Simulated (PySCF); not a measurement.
**Question.** What does the PBE0-D3(BJ)/def2-SVP structure of `FC1=CC(F)(F)C=C1` look like in three dimensions?

**Answer.** 
```
atom  x, y, z in Å
F1     2.332   -0.094   -1.148
C2     1.155   -0.078   -0.560
C3     0.499   -1.112   -0.029
C4    -0.799   -0.559    0.508
F5    -0.927   -0.763    1.841
F6    -1.874   -1.143   -0.072
C7    -0.750    0.928    0.192
C8     0.401    1.193   -0.432
H9     0.788   -2.159    0.021
H10   -1.555    1.610    0.464
H11    0.765    2.152   -0.800
```

Orientation and origin are arbitrary. Atoms count from 1 in this order. The C–F distances run from 1.316 Å (F1–C2, drawn single) to 1.355 Å (C4–F5, drawn single), a spread of 0.039 Å. The 5-membered ring C2–C3–C4–C7–C8 has internal angles of 104.9° to 112.3°; it is planar, 0.00 Å rms from its mean plane, widest ring torsion 0°. The C–C distances run from 1.335 Å (C7=C8, drawn double) to 1.521 Å (C4–C7, drawn single), a spread of 0.186 Å.

Bonds between heavy atoms (Å): F1–C2 1.316, C2=C3 1.335, C3–C4 1.509, C4–F5 1.355, C4–F6 1.354, C4–C7 1.521, C7=C8 1.335, C2–C8 1.483.

Method used: PBE0-D3(BJ)/def2-SVP geometry optimisation, gas phase (PySCF 2.14.0).

Point group: Cs (tolerance 0.08 Å). Stationary, but not proved a minimum.
